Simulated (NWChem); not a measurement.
Species: NaOH; SMILES [OH][Na]

```xyz
3

Na    -0.0662    -0.9541     0.0000
O      0.1328     0.9646     0.0000
H      0.2309     1.9106     0.0000
```
Atoms are numbered in this order, from 1.

All runs: NWChem. Pople sets run with spherical d functions. All runs use the structure optimised with PBE0-D3(BJ)/def2-TZVP. GIAO values for the isolated, static molecule; σ is the absolute isotropic shielding.

```json
[
 {"level": "Hartree-Fock/6-31G*", "basis functions": "34", "σ Na1 (ppm)": "589.3", "σ O2 (ppm)": "361.4", "σ H3 (ppm)": "35.24", "relative time": "2"},
 {"level": "Hartree-Fock/6-311G**", "basis functions": "50", "σ Na1 (ppm)": "582.7", "σ O2 (ppm)": "405.2", "σ H3 (ppm)": "34.43", "relative time": "3"},
 {"level": "Hartree-Fock/def2-SVP", "basis functions": "34", "σ Na1 (ppm)": "598.3", "σ O2 (ppm)": "392.9", "σ H3 (ppm)": "33.94", "relative time": "1"},
 {"level": "Hartree-Fock/def2-TZVP", "basis functions": "69", "σ Na1 (ppm)": "585.3", "σ O2 (ppm)": "374.2", "σ H3 (ppm)": "34.47", "relative time": "7"},
 {"level": "Hartree-Fock/pcSseg-2", "basis functions": "78", "σ Na1 (ppm)": "584.3", "σ O2 (ppm)": "372.0", "σ H3 (ppm)": "33.57", "relative time": "10"}
]
```

Times are rough ratios from one shared machine.
